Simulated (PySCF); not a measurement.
Structure from NMR data

Molecular formula: C$_{3}$H$_{9}$FO$_{3}$Si$_{2}$. Simulated spectra:

1H NMR (400 MHz, computed): δ 5.09 (s, 3H), 4.39 (m, 2H), 4.34 (m, 2H), 2.08 (m, 1H), 1.37 (m, 1H).

13C{1H} NMR (computed): δ 69.0, 35.6.

Theory: geometry: GFN2-xTB, PBE0/pcSseg-1 with gauge-including orbitals, in PySCF 2.14 (single conformer, rapidly exchanging positions averaged, no relativistic terms, no solvent).

Referencing at the same level of theory: 1H (σref 31.72), 13C (σref 186.93) against TMS.

Question: What is the structure?

Answer: 
The formula gives 1 degree of unsaturation (1 ring in the answer). 2 carbon signals for 3 carbons: some carbons are equivalent by symmetry or fast rotation. Carbon types of the structure: 3 × CH2, leaving 3 H on heteroatoms. δC 69.0: sp3 CH2 bonded to O; deshielded by the electronegative neighbour. δC 35.6: sp3 CH2 in a ring; aliphatic region, no heteroatom directly attached. δH 5.09: hydrogen on a silicon bonded to O. δH 4.39, 4.34: hydrogen on an sp3 CH2 bonded to O; its carbon carries O, which withdraws density. δH 2.08, 1.37: hydrogen on an sp3 CH2 in a ring.

These data were computed for SMILES F[Si]1(O[SiH3])OCCCO1.

The data come from this structure; uniqueness wasn't tested.

Splittings by 19F in the carbon and heteronuclear signals aren't shown, as no couplings were computed. Shifts are as computed. Against solution values, carbons near 30 ppm lie about +3 ppm off and those near 130 ppm about +5 ppm. Of 1211 compounds with measured shifts, 218 miss one by over three times the rms of a fit or turn the order of signals round; such compounds aren't used in these exercises. Multiplicities follow the n + 1 count of equivalent neighbours, as no J values were calculated; m marks all less simple cases, F and P coupling included.
